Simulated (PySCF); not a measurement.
Si(F)(OH)2(OMe) (CH5FO3Si), SMILES CO[Si](O)(O)F.

Geometry: r2SCAN-D4/def2-SVP. This is a generated structure with no PubChem entry under its InChIKey; it may be hypothetical. The values are those of a single conformer.

All values below come from TDDFT-PBE/def2-SVPD run with PySCF 2.14.0.

Vertical excitations. Isolated molecule, no solvent.

| state | energy (eV) | λ (nm) | f | main pairs |
|---|---|---|---|---|
| S1 | 6.22 | 199 | 0.002 | HOMO→LUMO 100 % |
| S2 | 6.84 | 181 | 0.005 | HOMO−1→LUMO 100 % |
| S3 | 7.17 | 173 | 0.005 | HOMO−2→LUMO 99 % |
| S4 | 7.24 | 171 | 0.006 | HOMO→LUMO+1 99 % |
| S5 | 7.58 | 163 | 0.036 | HOMO−3→LUMO 86 % |
| S6 | 7.61 | 163 | 0.013 | HOMO→LUMO+2 87 % |
| S7 | 7.86 | 158 | 0.006 | HOMO−1→LUMO+1 99 % |
| S8 | 8.18 | 152 | 0.007 | HOMO−2→LUMO+1 74 %, HOMO−4→LUMO 22 % |
| S9 | 8.23 | 151 | 0.017 | HOMO−1→LUMO+2 96 % |
| S10 | 8.27 | 150 | 0.050 | HOMO−4→LUMO 71 %, HOMO−2→LUMO+1 21 % |
| T1 | 6.13 | 202 | 0 | HOMO→LUMO 100 % |
| T2 | 6.75 | 184 | 0 | HOMO−1→LUMO 100 % |
| T3 | 6.96 | 178 | 0 | HOMO−2→LUMO 99 % |
| T4 | 7.16 | 173 | 0 | HOMO→LUMO+1 99 % |
Triplets are in the Tamm–Dancoff approximation, which puts them higher than full response would, so one can lie above its singlet here.
